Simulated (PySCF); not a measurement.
Planning a geometry optimisation on `B[C]C#N` [triplet].

Method: PBE0-D3(BJ)/def2-SVP geometry optimisation, gas phase (PySCF 2.14.0). Work: geometry optimisation from a GFN2-xTB start, density fitting, unrestricted. The input is one job of a driver script: a line of settings, then coordinates in Å.

Input:
```
{"job": {"xc": "PBE0", "basis": "def2-SVP", "d3": "d3bj", "grid": 1, "kind": "geom"}, "charge": 0, "multiplicity": 3}
B     -1.162640     0.010490     0.042420
C      0.300500    -0.002020     0.142460
C      1.594120    -0.013270     0.231580
N      2.778610    -0.022710     0.312510
H     -1.707770     0.884500    -0.517880
H     -1.796570    -0.853020     0.518770
```

Hardware: one thread of an Arm Neoverse V1, shared host.

Task: How large is the basis?

Result: 66 functions.

Task: Which is nearest to the wall time?
A. 74 s
B. 9.3 min
C. 1.2 s
D. 9.3 s

Result: D. The run took 9.3 s. The run took 5 energy-and-gradient evaluations and 36 SCF cycles, 1.9 s an evaluation on average.

Other jobs ran on the host; a repeat could differ by tens of per cent or more.

The run converged: final energy -156.56445 Eh after 4 steps; dipole 2.25 D.
